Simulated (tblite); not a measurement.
Compound: C5H12O2Si2.
Numbering: `[CH3:1][CH:2]([CH3:3])[O:4][Si@H:5]([OH:6])[C:7]#[C:8][SiH3:9]` (hydrogens: H10, H11, H12 on C1; H13 on C2; H14, H15, H16 on C3; H17 on Si5; H18 on O6; H19, H20, H21 on Si9)

The geometry is computed with GFN2-xTB (gas phase).

Problem. Give the optimised bond lengths and angles.

Solution. 
```
                     bond  length (pm)
                    C1–C2        152.7
                    C2–C3        152.6
                    C2–O4        140.4
                   O4–Si5        162.4
                   Si5–O6        162.0
                   Si5–C7        186.2
                    C7≡C8        121.1
                   C8–Si9        184.8
   C1–H10, C1–H11, C1–H12        108.7
                   C2–H13        109.9
   C3–H14, C3–H15, C3–H16        108.7
                  Si5–H17        145.8
                   O6–H18         95.3
Si9–H19, Si9–H20, Si9–H21        146.7
```

Bonds in one row agree within 1 pm and their mean is given. A selection of angles:
```
     angle  degrees
  C1–C2–C3    111.6
  C1–C2–O4    109.5
  C3–C2–O4    108.3
 C2–O4–Si5    129.1
 O4–Si5–O6    105.6
 O4–Si5–C7    109.8
 O6–Si5–C7    112.6
 Si5–C7–C8    176.4
 C7–C8–Si9    179.7
H18–O6–Si5    120.3
```

Torsions: C1–C2–O4–Si5 -95° (anticlinal); C2–O4–Si5–O6 174° (antiperiplanar); H18–O6–Si5–O4 -33° (synclinal).

O4 (silyl ether oxygen) is bent (angle 129.1°). Si9 (SiH3 silicon) is tetrahedral (angles from 107.7° to 110.8°). Of the pairs four or more bonds apart, C7···H11 is among the closest relative to their van der Waals radii: 2.83 Å, 98 % of the sum of Bondi's values. Si5 (oxygen-bound silicon) is distorted tetrahedral (angles from 105.1° to 113.4°). The C–C distances run from 1.211 Å (C7≡C8, drawn triple) to 1.527 Å (C1–C2, drawn single), a spread of 0.316 Å.

Point group: C1 (no symmetry element, even within 0.4 Å). Its GFN2-xTB frequencies are all real (lowest 20 cm⁻¹). One conformer, not necessarily the lowest (C1–C2–O4–Si5 -95°, C2–O4–Si5–O6 174°, O4–Si5–O6–H -33°).

The run took 1.6 s on one thread, Arm Neoverse V1 (aarch64), shared host with 32 logical CPUs at a one-minute load of 30. These figures are those of the optimisation.
